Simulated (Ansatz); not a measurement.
Geometry optimisation, Ansatz, RKS BHLYP/def2-SVP.

Input file:

```yaml
crystal:
  periodic: [false, false, false]
  atoms:
    - { symbol: W, position_ang: [-0.506869, -0.501601, 0.31267] }
    - { symbol: H, position_ang: [0.058039, -0.010328, 1.862568] }
    - { symbol: H, position_ang: [1.075075, -0.145833, 0.168227] }
    - { symbol: H, position_ang: [-0.093324, 1.055468, 0.117676] }
    - { symbol: H, position_ang: [-1.668463, 0.409636, -0.521312] }
    - { symbol: H, position_ang: [0.303622, -1.70348, -0.565269] }
    - { symbol: H, position_ang: [0.086331, 0.028686, -1.125898] }
    - { symbol: Cl, position_ang: [1.873634, 2.133771, 1.061536] }
    - { symbol: H, position_ang: [1.353055, 1.318281, 1.963901] }
basis:
  gaussian: { orbitals: def2-SVP }
hamiltonian:
  xc: { name: BHLYP }
relax:
  f_tol: 0.03
  max_steps: 50
```

Command:

```bash
$ ansatz run input.yaml --threads 1 --pin off --max-ram 2048MiB --backend cpu --events-out ev --progress --plain --runs-dir out
```

Where does it end, and by what steps?

The forces met the threshold. The force dipped under the threshold on the way, but the program's further checks kept it going. After 13 steps the energy has fallen by 0.405 eV; Cl8 moved furthest, 0.97 Å.

| step | energy less start (eV) | largest force component (eV/Å) | accepted |
| --- | --- | --- | --- |
| 0 | 0.0000 | 1.181 | yes |
| 1 | -0.2054 | 0.789 | yes |
| 2 | -0.3067 | 0.805 | yes |
| 3 | -0.3600 | 0.425 | yes |
| 4 | -0.3842 | 0.325 | yes |
| 5 | -0.3995 | 0.227 | yes |
| 6 | -0.4012 | 0.232 | yes |
| 7 | -0.4043 | 0.007 | yes |
| 8 | -0.4039 | 0.160 | no |
| 9 | -0.4046 | 0.032 | yes |
| 10 | -0.4046 | 0.070 | yes |
| 11 | -0.4050 | 0.010 | yes |
| 12 | -0.4051 | 0.033 | yes |
| 13 | -0.4052 | 0.011 | yes |

```xyz
9
Properties=species:S:1:pos:R:3
W -0.586 -0.596 0.285
H 0.068 0.048 1.719
H 0.999 -0.229 0.077
H -0.184 0.980 0.070
H -1.787 0.266 -0.543
H 0.250 -1.819 -0.536
H -0.067 -0.095 -1.185
Cl 2.307 2.480 1.853
H 1.482 1.550 1.534
```

Time of the run: 48 s on 1 thread of Arm Neoverse V2, with other jobs on the host, peak memory 0.16 GiB.
